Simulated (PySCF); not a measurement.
**Computed vibrations of TlH**

TlH (singlet). PySCF 2.14.0, RKS PBE, Tl def2-SVP with ECP60, H def2-SVP; non-relativistic Hamiltonian with scalar-relativistic core potentials where named; density fitting; no spin-orbit coupling. Central differences of gradients.

```xyz
2

Tl    0.0000    0.0000   -0.0095
H     0.0000    0.0000    1.9333
```

Run from Python with OMP_NUM_THREADS=2. Where DIIS fails, smearing, a level shift and second-order steps follow.
It took 1.6 s on 2 threads of Arm Neoverse V1 (shared host).

**Question.** What are the harmonic wavenumbers and infrared intensities?

**Answer.** Modes are labelled in C∞v; negative numbers are unstable modes, those under 60 cm⁻¹ near the noise; a finer grid moves soft modes by up to 10 cm⁻¹.
```
cm⁻¹  km/mol  symmetry
1315   855.7        σ+
```

**Question.** Is this a minimum?

**Answer.** Yes. Ideal gas at 298.15 K and 1 bar: S = 215.7 J/(mol K), Cp = 29.7 J/(mol K), H − H(0 K) = 8.7 kJ/mol (rigid rotor, harmonic modes, spin degeneracy alone).
